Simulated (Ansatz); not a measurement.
## Abstraction of F: C4H9F + GeH3 → C4H9 + GeH3F

Gas-phase species: C4H9F (2-fluorobutane) `CCC(C)F`, singlet; GeH3 `[GeH3]`, doublet; C4H9 (2-butyl radical) `C[CH]CC`, doublet; GeH3F (fluorogermane) `[F][GeH3]`, singlet. A radical takes F: the energy is the difference in strength between the C–F bond broken and the Ge–F bond made.

Shapes, held fixed at every level: PBE0-D4/def2-TZVP. Flexible molecules stand in one conformer, not always the lowest. Programs: Ansatz 0.2.0. The zero-point and thermal change to 298 K, harmonic and unscaled (PBE0-D4/def2-TZVP), is -5.7 kJ/mol.

| level | kind | ΔH(298 K) (kJ/mol) | less CCSD(T)/def2-TZVPP |
| --- | --- | --- | --- |
| MP2/def2-SVP | perturbation theory | -37.7 | +11.4 |
| MP2/def2-TZVPP | perturbation theory | -48.8 | +0.3 |
| r2SCAN-D4/def2-TZVPP | meta-GGA | -56.5 | -7.4 |
| BHLYP-D4/def2-TZVPP | global hybrid | -58.1 | -9.0 |
| PBE0-D4/def2-TZVPP | global hybrid | -47.4 | +1.7 |
| B2PLYP/def2-TZVPP | double hybrid | -55.4 | -6.3 |
| CCSD(T)/def2-SVP | coupled cluster or CI | -36.1 | +13.0 |
| CCSD(T)/def2-TZVPP | coupled cluster or CI | -49.1 | 0.0 |

The highest level, CCSD(T)/def2-TZVPP, gives ΔH(298 K) = -49.1 kJ/mol; the levels span -58.1 to -36.1. The column of differences is taken from that level and isn't an error. No measured value is set beside it here. Open shells run unrestricted. Relativity is left out for Ge. Outer-core shells of Ge are correlated, in sets that cover them unevenly.
